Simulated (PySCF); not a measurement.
C10H8OS, SMILES c1(Oc2ccccc2)cscc1 at its GFN2-xTB optimised geometry (Å):

```
20

C     -1.9547    -2.0933     0.0000
C     -2.6400    -0.8891     0.0088
C     -1.9494     0.3068     0.0035
C     -0.5575     0.3043    -0.0088
O      0.0586     1.5287     0.0284
C      1.3285     1.6530    -0.4567
C      1.8170     1.0626    -1.6565
C      3.0909     1.4357    -1.9252
S      3.7196     2.5135    -0.7428
C      2.2512     2.4563     0.1446
C      0.1327    -0.9022     0.0000
C     -0.5710    -2.0933     0.0000
H     -2.4969    -3.0266    -0.0017
H     -3.7196    -0.8805     0.0156
H     -2.4663     1.2537     0.0105
H      1.2313     0.4078    -2.2765
H      3.7034     1.1493    -2.7562
H      2.1358     3.0274     1.0427
H      1.2129    -0.9078     0.0181
H     -0.0288    -3.0274     0.0055
```

Method: PBE/def2-SVP (PySCF). Cells within 0.4 Å of a nucleus heavier than hydrogen are left out (blank, or x).

Map of the electron localisation function on the plane z = 0.0 Å:

```
|000000000000000000000000000|
|000000000000000000000000000|
|000000000000000000000000000|
|000000000000000000000000000|
|000000000000000011101232100|
|000000000000000134312455410|
|000000000000000156654687630|
|000000011002530165x77689740|
|000000698005883285x78799850|
|0000049996049x7559766898740|
|0000039998017x7748622677610|
|000000799754785466200144200|
|00000005xx8xx41012000000000|
|000675266x84x84110000000000|
|005999838723865997000000000|
|0069999xx4015xx999600000000|
|004999759734875999700000000|
|000352164x83x73245100000000|
|000000163x83x74000000000000|
|000000899755999500000000000|
|000005999803999910000000000|
|000005999601999910000000000|
|000000798100599300000000000|
|000000010000010000000000000|
|000000000000000000000000000|
|000000000000000000000000000|
|000000000000000000000000000|
```
Scale: ten equal steps from 0.000 (start of '0') to 1.000 (end of '9'), in the order '0123456789'; x runs from -6.00 to 6.00, y from -6.00 (bottom) to 6.00 (top).
